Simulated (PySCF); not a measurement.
C3H7FSi2. Atoms are numbered in the order given.

```xyz
13

Si     0.3735    -2.4769     0.0000
F     -1.1803    -2.9605     0.0000
C      0.4325    -0.6512     0.0000
C      0.4903     0.5727     0.0000
Si     0.5288     2.4190     0.0000
C     -1.2274     3.0877     0.0000
H      1.0182    -3.0032     1.2280
H      1.0182    -3.0032    -1.2280
H      1.2739     2.8641     1.2116
H      1.2739     2.8641    -1.2116
H     -1.7735     2.7443     0.8922
H     -1.2190     4.1895     0.0000
H     -1.7735     2.7443    -0.8922
```
Charge 0, spin multiplicity 1.

Geometry: B3LYP-D3(BJ)/def2-SVP. The structure was generated by enumeration, and PubChem lists no compound with its InChIKey, so it may never have been made.

Computed with r2SCAN/def2-TZVP run with PySCF.

ESP charges are fitted to the potential on shells at 1.4 to 2.0 van der Waals radii. Atomic charges (e):

| atom | Mulliken | ESP fit | Löwdin |
|---|---|---|---|
| Si1 | 0.62 | 0.51 | [?] |
| F2 | -0.33 | -0.24 | [?] |
| C3 | -0.21 | -0.12 | [?] |
| C4 | -0.22 | -0.28 | [?] |
| Si5 | 0.36 | 0.66 | 0.30 |
| C6 | -0.47 | -0.62 | -0.45 |
| H7 | -0.04 | -0.07 | -0.03 |
| H8 | -0.04 | -0.07 | -0.03 |
| H9 | -0.03 | -0.13 | -0.02 |
| H10 | -0.03 | -0.13 | -0.02 |
| H11 | 0.14 | 0.18 | 0.13 |
| H12 | 0.13 | 0.16 | 0.13 |
| H13 | 0.14 | 0.18 | 0.13 |

What belongs in the gaps? (The exact figures need the calculation; the answer reports its results.)


- Si1, Löwdin: 0.23
- F2, Löwdin: -0.02
- C3, Löwdin: -0.19
- C4, Löwdin: -0.16

Computed Mayer and Wiberg (Löwdin basis) orders of the bonds:
| bond | Mayer | Wiberg |
|---|---|---|
| Si1–F2 | 1.08 | 1.69 |
| Si1–C3 | 0.98 | 1.20 |
| C3–C4 | 2.59 | 2.81 |
| C4–Si5 | 0.97 | 1.15 |
| Si5–C6 | 1.00 | 1.23 |
| Si1–H7 | 0.93 | 0.92 |
| Si1–H8 | 0.93 | 0.92 |
| Si5–H9 | 0.94 | 0.90 |
| Si5–H10 | 0.94 | 0.90 |
| C6–H11 | 0.95 | 0.90 |
| C6–H12 | 0.95 | 0.90 |
| C6–H13 | 0.95 | 0.90 |
